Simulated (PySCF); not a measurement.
## Polarisability and C₆ of Ar⁺ (argon, charge +1)

[Ne] 3s2 3p5, 2P determinant. Calculation: PySCF 2.14, in aug-cc-pVTZ-DK (6s5p3d2f, 50 functions); the spin-free X2C one-electron Hamiltonian (Gaussian nucleus). Coupled (time-dependent) response in atomic units; α is the mean over directions.

```json
{"method": "UHF", "mean α (bohr³)": "6.732", "α xx, yy, zz": "6.616, 6.790, 6.790", "C₆ (like pair)": "30.48", "S(−4)": "9.137"}
{"method": "PBE", "mean α (bohr³)": "6.998", "α xx, yy, zz": "6.802, 7.096, 7.096", "C₆ (like pair)": "31.93", "S(−4)": "10.32"}
{"method": "PBE0", "mean α (bohr³)": "6.872", "α xx, yy, zz": "6.706, 6.955, 6.955", "C₆ (like pair)": "31.22", "S(−4)": "9.774"}
{"method": "wB97X", "mean α (bohr³)": "6.886", "α xx, yy, zz": "6.725, 6.967, 6.967", "C₆ (like pair)": "31.27", "S(−4)": "9.845"}
{"method": "MN15", "mean α (bohr³)": "6.785", "α xx, yy, zz": "6.726, 6.814, 6.814", "C₆ (like pair)": "29.97", "S(−4)": "9.912"}
```

S(−4) is the Cauchy moment in α(ω) = α(0) + S(−4) ω² + …

α(iu) at PBE0:

```json
{"u (hartree)": "0", "α(iu) (bohr³)": "6.872"}
{"u (hartree)": "0.0500", "α(iu) (bohr³)": "6.848"}
{"u (hartree)": "0.100", "α(iu) (bohr³)": "6.776"}
{"u (hartree)": "0.200", "α(iu) (bohr³)": "6.505"}
{"u (hartree)": "0.300", "α(iu) (bohr³)": "6.105"}
{"u (hartree)": "0.500", "α(iu) (bohr³)": "5.126"}
{"u (hartree)": "0.750", "α(iu) (bohr³)": "3.942"}
{"u (hartree)": "1.00", "α(iu) (bohr³)": "3.006"}
{"u (hartree)": "1.50", "α(iu) (bohr³)": "1.822"}
{"u (hartree)": "2.00", "α(iu) (bohr³)": "1.190"}
{"u (hartree)": "3.00", "α(iu) (bohr³)": "0.6109"}
{"u (hartree)": "5.00", "α(iu) (bohr³)": "0.2491"}
```

For an ion, C₆ is the dispersion term alone; charge-induced terms of lower order in 1/R come first.

The components differ because the open shell of this determinant is not spherical; for a pure term their mean is the scalar polarisability.
